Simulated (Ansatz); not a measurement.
The same ligand exchange along the group Si, Ge, Sn.

Calculated with Ansatz (gas phase, PBE0-D4/def2-TZVP geometries, no zero-point term in ΔE). CBS: MP2 limit from def2 TZ/QZ plus the TZ coupled-cluster correction, frozen cores. Small cases extrapolate CCSD(T) itself. DFT in def2-TZVPP. def2 core potentials past Kr. For Ge, Sn outer-core shells are correlated without core-valence functions, which leaves a few kJ/mol of doubt a bond. Scalar relativity is left out up to krypton. One conformer a species, not always the lowest.

```csv
reaction,PBE-D4 (kJ/mol),PBE0-D4 (kJ/mol),ωB97X-V (kJ/mol),CCSD(T)/def2-SVP (kJ/mol)
`N[Si]S` + H–F → `F[Si]S` + NH₃,-52,-48,-56,-51
`[NH2][Ge][SH]` + H–F → `[F][Ge][SH]` + NH₃,-48,-43,-50,-44
`[NH2][Sn][SH]` + H–F → `[F][Sn][SH]` + NH₃,-68,-63,-70,-67
```

(1) Give the CCSD(T)/CBS values in the same order. (Estimate.)

Largest T1 diagnostic: 0.016, for `[F][Sn][SH]`.

Extrapolated directly: `N[Si]S` + H–F → `F[Si]S` + NH₃.

## Answers

(1) Ansatz gave: -51, -39, -59 kJ/mol.
